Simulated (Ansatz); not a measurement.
(NaI)2 ring (Na₂I₂). The state is a singlet with charge 0. Geometry relaxed at PBE0-D4/def2-SVP.

Cartesian coordinates in Å:
```
Na 0.204 -1.145 -1.278
I 2.114 0.917 -0.485
Na -0.204 1.145 1.278
I -2.114 -0.917 0.485
```

In the def2 sets I takes a core potential; there is no spin–orbit coupling.

Question: Estimate the harmonic wavenumbers at RKS PBE0-D4/def2-SVP (Ansatz, unscaled). Is this a minimum?

Answer: 61, 70, 154, 181, 188, 211 cm⁻¹. Yes, no mode is imaginary beyond noise. Zero-point energy 5.2 kJ/mol. Hardware: 4 threads of Arm Neoverse V1 on a shared host. Wall time 27 s.
